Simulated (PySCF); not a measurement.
isobutene (C4H8), singlet, geometry from GFN2-xTB; B3LYP/STO-3G run with PySCF.

The PySCF input:
```python
from pyscf import gto, scf, dft

mol = gto.Mole()
mol.atom = '''
    C    -0.00358310   -0.00726810    1.44953113
    C    -0.00031404   -0.00063701    0.12704302
    H    -0.00279626    0.90390212    2.02374365
    H    -0.00718605   -0.92415062    2.01456675
    C     0.00471228    1.26727735   -0.67219236
    H     0.00522655    2.14004904   -0.02485143
    H     0.88583506    1.30548006   -1.31233657
    H    -0.87305594    1.30972549   -1.31666310
    C    -0.00135772   -1.26047284   -0.68488177
    H    -0.00505058   -2.13969210   -0.04633590
    H    -0.87930414   -1.29223249   -1.32972503
    H     0.87958687   -1.29647792   -1.32539850
'''
mol.basis = 'sto-3g'
mol.verbose = 4
mol.build()

mf = dft.RKS(mol)
mf.xc = 'b3lyp'
mf.kernel()
```

**Question.** Write the output that PySCF gives for this input, abridged.

**Answer.** 
```
PySCF version 2.14.0

[INPUT] verbose = 4
[INPUT] num. atoms = 12
[INPUT] num. electrons = 32
[INPUT] charge = 0
[INPUT] spin (= nelec alpha-beta = 2S) = 0
[INPUT] symmetry False subgroup None
[INPUT] Mole.unit = angstrom
[INPUT] Symbol           X                Y                Z      unit          X                Y                Z       unit  Magmom
[INPUT]  1 C     -0.003583100000  -0.007268100000   1.449531130000 AA   -0.006771077677  -0.013734718446   2.739216844731 Bohr   0.0
[INPUT]  2 C     -0.000314040000  -0.000637010000   0.127043020000 AA   -0.000593449592  -0.001203774439   0.240076513838 Bohr   0.0
[INPUT]  3 H     -0.002796260000   0.903902120000   2.023743650000 AA   -0.005284165573   1.708127450214   3.824321244828 Bohr   0.0
[INPUT]  4 H     -0.007186050000  -0.924150620000   2.014566750000 AA   -0.013579666417  -1.746391569647   3.806979417155 Bohr   0.0
[INPUT]  5 C      0.004712280000   1.267277350000  -0.672192360000 AA    0.008904918622   2.394807115365  -1.270259463425 Bohr   0.0
[INPUT]  6 H      0.005226550000   2.140049040000  -0.024851430000 AA    0.009876748076   4.044106578738  -0.046962396504 Bohr   0.0
[INPUT]  7 H      0.885835060000   1.305480060000  -1.312336570000 AA    1.673985654938   2.466999774481  -2.479956700551 Bohr   0.0
[INPUT]  8 H     -0.873055940000   1.309725490000  -1.316663100000 AA   -1.649836618025   2.475022474462  -2.488132657321 Bohr   0.0
[INPUT]  9 C     -0.001357720000  -1.260472840000  -0.684881770000 AA   -0.002565718954  -2.381948455053  -1.294238973007 Bohr   0.0
[INPUT] 10 H     -0.005050580000  -2.139692100000  -0.046335900000 AA   -0.009544212970  -4.043432059895  -0.087562160735 Bohr   0.0
[INPUT] 11 H     -0.879304140000  -1.292232490000  -1.329725030000 AA   -1.661644004796  -2.441965495365  -2.512816127679 Bohr   0.0
[INPUT] 12 H      0.879586870000  -1.296477920000  -1.325398500000 AA    1.662178287063  -2.449988195346  -2.504640170909 Bohr   0.0

nuclear repulsion = 120.428265436835
number of shells = 20
number of NR pGTOs = 84
number of NR cGTOs = 28
basis = sto-3g
ecp = {}

******** <class 'pyscf.dft.rks.RKS'> ********
method = RKS
initial guess = minao
damping factor = 0
level_shift factor = 0
DIIS = <class 'pyscf.scf.diis.CDIIS'>
diis_start_cycle = 1
diis_space = 8
diis_damp = 0
SCF conv_tol = 1e-09
SCF conv_tol_grad = None
SCF max_cycles = 50
direct_scf = True
direct_scf_tol = 1e-13
XC library pyscf.dft.libxc version 7.1.2
    S. Lehtola, C. Steigemann, M. J. T. Oliveira, and M. A. L. Marques,  SoftwareX 7, 1–5 (2018)
XC functionals = b3lyp
    P. J. Stephens, F. J. Devlin, C. F. Chabalowski, and M. J. Frisch,  J. Phys. Chem. 98, 11623 (1994)
radial grids:
    Treutler-Ahlrichs [JCP 102, 346 (1995); DOI:10.1063/1.469408] (M4) radial grids

becke partition: Becke, JCP 88, 2547 (1988); DOI:10.1063/1.454033
pruning grids: <function nwchem_prune>
grids dens level: 3
symmetrized grids: False
atomic radii adjust function: <function treutler_atomic_radii_adjust>
small_rho_cutoff = 0
Set gradient conv threshold to 3.16228e-05
Initial guess from minao.
tot grids = 134936
init E= -155.585798544339
  HOMO = -0.246421310573722  LUMO = 0.0262698232227898  gap/eV = 7.42030
cycle= 1 E= -155.315685627802  delta_E= 0.27  |g|= 0.181  |ddm|= 4.11
  HOMO = -0.160215909482396  LUMO = 0.160242876258798  gap/eV = 8.72013
cycle= 2 E= -155.317652093491  delta_E= -0.00197  |g|= 0.171  |ddm|= 0.479
  HOMO = -0.185367978508781  LUMO = 0.135813584660284  gap/eV = 8.73980
cycle= 3 E= -155.325846357653  delta_E= -0.00819  |g|= 0.0612  |ddm|= 0.268
  HOMO = -0.189770274321901  LUMO = 0.130242056969364  gap/eV = 8.70798
cycle= 4 E= -155.326987142833  delta_E= -0.00114  |g|= 0.00765  |ddm|= 0.0814
  HOMO = -0.190084938464292  LUMO = 0.1301823630836  gap/eV = 8.71492
cycle= 5 E= -155.327004031222  delta_E= -1.69e-05  |g|= 0.002  |ddm|= 0.0112
  HOMO = -0.189618287673027  LUMO = 0.130694268747333  gap/eV = 8.71615
cycle= 6 E= -155.327005320463  delta_E= -1.29e-06  |g|= 3.78e-05  |ddm|= 0.00279
  HOMO = -0.189616533212165  LUMO = 0.13069566257815  gap/eV = 8.71614
cycle= 7 E= -155.327005320882  delta_E= -4.19e-10  |g|= 9.42e-06  |ddm|= 5.42e-05
  HOMO = -0.189617308184935  LUMO = 0.130695315266345  gap/eV = 8.71615
Extra cycle  E= -155.327005320835  delta_E= 4.72e-11  |g|= 1.57e-05  |ddm|= 3.14e-05
converged SCF energy = -155.327005320835
```
